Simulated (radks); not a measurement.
The numbers below are computed, except where a source is named.
The tantalum ion Ta65+, configuration [He] 2s2 2p4. Level of theory: scalar-relativistic Kohn-Sham, exchange-only LDA, spin-polarised, spherical densities, point nucleus; open shells are filled with parallel spins first (spin-orbit coupling, left out, can overturn this in heavy ions) (a radial shooting solver on a logarithmic mesh with Libxc functionals). Some entries of the table are withheld. Estimate them.

orbital  occ.  eigenvalue (Ry)  <r> (bohr)  <1/r> (bohr^-1)
1s up       1        -5421.959     0.01864              (1)
1s down     1        -5419.237     0.01863              (2)
2s up       1        -1279.270         (3)              (4)
2s down     1        -1275.353         (5)              (6)
2p up       3        -1181.572     0.06828            18.65
2p down     1        -1176.992     0.06840            18.62

Answer. 
(1) 1s up <1/r> (bohr^-1): 85.49
(2) 1s down <1/r> (bohr^-1): 85.53
(3) 2s up <r> (bohr): 0.07698
(4) 2s up <1/r> (bohr^-1): 20.53
(5) 2s down <r> (bohr): 0.07707
(6) 2s down <1/r> (bohr^-1): 20.50
